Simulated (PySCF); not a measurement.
silylmethoxysilane (CH8OSi2), SMILES [SiH3]CO[SiH3]. The structure is a stationary point at PBE-D3(BJ)/def2-SVP. The values are those of a single conformer.

**Question.** Give the equilibrium geometry at PBE-D3(BJ)/def2-SVP (PySCF confirms it by a frequency run) as Cartesian coordinates in Å. (Estimate from the structure and the level; the computed values follow.)

**Answer.** This is not unique; one that fits is 
```xyz
12

Si     1.6506     0.9557    -0.5542
C      0.7388    -0.7138    -0.3234
O     -0.6726    -0.5504    -0.4630
Si    -1.7053    -0.3780     0.8555
H      3.1363     0.7490    -0.4103
H      1.3527     1.5109    -1.9180
H      1.1840     1.9361     0.4865
H      1.0868    -1.4269    -1.1040
H      1.0214    -1.1727     0.6557
H     -1.4405     0.8955     1.6188
H     -3.0906    -0.3569     0.2881
H     -1.5361    -1.5362     1.8081
```
